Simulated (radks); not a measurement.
All-electron atom: the copper ion Cu3+ in [Ar] 3d8 (the NIST ground configuration).

All-electron calculation, Dirac Kohn-Sham, PBE, spin-unpolarised, spherical densities, point nucleus; open shells are shared between the two j in proportion to 2j + 1; speed of light set to 13703.6 atomic units (100 times the physical value, a model run). Program: a radial shooting solver on a logarithmic mesh with Libxc functionals.

Energy parts (Ry):
| part | energy |
|---|---|
| total | -3275.53513 |
| kinetic | 3273.31384 |
| electron-nucleus | -7753.57732 |
| Hartree | 1335.88642 |
| exchange-correlation | -131.15807 |

Orbitals (lengths in bohr, moments of r in powers of bohr; r(max) is where P^2 peaks):
orbital  occ.  eigenvalue (Ry)   r(max)  <1/r>
1s1/2       2        -646.2965  0.03488  28.51
2s1/2       2        -79.91852   0.1998  6.192
2p1/2       2        -70.48774   0.1595  6.155
2p3/2       4        -70.48759   0.1595  6.155
3s1/2       2        -11.53906   0.6200  1.978
3p1/2       2         -8.58894   0.6202  1.855
3p3/2       4         -8.58892   0.6202  1.855
3d3/2     3.2         -3.61854   0.5864  1.533
3d5/2     4.8         -3.61854   0.5864  1.533

The highest occupied level is 3d5/2 at -49.233 eV. The density falls to 0.001 e/bohr^3 at r = 2.64 bohr.
